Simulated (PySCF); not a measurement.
Species: C3H8Si.
SMILES with atom numbers: `[CH2:1]=[CH:2][CH2:3][SiH3:4]` (hydrogens: H5, H6 on C1; H7 on C2; H8, H9 on C3; H10, H11, H12 on Si4)

Structure optimised with GFN2-xTB, isolated species.

(1) What internal coordinates does the optimisation give?

## Answers

(1) 
| bond | length (bohr) | order |
| --- | --- | --- |
| C1=C2 | 2.496 | double |
| C2–C3 | 2.809 | single |
| C3–Si4 | 3.611 | single |
| C1–H5 | 2.034 | single |
| C1–H6 | 2.037 | single |
| C2–H7 | 2.046 | single |
| C3–H8, C3–H9 | 2.062 | single |
| Si4–H10, Si4–H11, Si4–H12 | 2.766 | single |

Bonds in one row agree within 0.02 bohr and their mean is given. Orders are formal, as drawn. A selection of angles:
| angle | degrees |
| --- | --- |
| C2–C1–H5 | 122.1 |
| C2–C1–H6 | 121.6 |
| H5–C1–H6 | 116.2 |
| C1–C2–C3 | 124.8 |
| C1–C2–H7 | 119.8 |
| C3–C2–H7 | 115.3 |
| C2–C3–Si4 | 111.1 |
| C2–C3–H8 | 110.0 |
| Si4–C3–H8 | 109.5 |
| H8–C3–H9 | 107.6 |
| C3–Si4–H10 | 109.2 |
| C3–Si4–H11 | 108.4 |
| H10–Si4–H11 | 110.3 |

Dihedral angles: C1–C2–C3–Si4 106° (anticlinal). The mirror-image conformer, all signs reversed, is as good.

Of the pairs four or more bonds apart, H6···H8 is among the closest relative to their van der Waals radii: 2.45 Å, 102 % of the sum of Bondi's values. Si4 (SiH3 silicon) is tetrahedral (angles from 108.4° to 110.3°). The 2 C–C bonds span 1.321 Å (C1=C2, drawn double) to 1.486 Å (C2–C3, drawn single), a spread of 0.165 Å.

Point group: C1 (no symmetry element, even within 0.4 Å). Whether it is a minimum is left open (no frequencies). One conformer, not necessarily the lowest.

The numbers are calculated, not measured.
